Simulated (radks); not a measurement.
Values are calculated unless marked as measured or tabulated.
These are the eigenvalues of the occupied orbitals of an atom or ion with whole-number occupations (hartree). Level of theory: non-relativistic Kohn-Sham, LDA (Slater exchange, Perdew-Wang correlation), spin-polarised, spherical densities, point nucleus (a radial shooting solver on a logarithmic mesh with Libxc functionals).

orbital  eigenvalue
1s        -56.46220
2s         -5.20073
2p         -3.82998

Which element is it, and in what charge state? The configuration may be excited. Open shells, if any, are filled with parallel spins first.

Answer. Z = 13, aluminium, charge +3: Al3+ in [Ne]. The list shows which subshells hold electrons but not how many an open one holds; the 1s level, -56.462 hartree, gives Z - s = 10.6 by -(Z - s)^2/2, which with screening narrows Z to a few neighbours, and the depths of the outer levels then fix element, charge and occupations together.
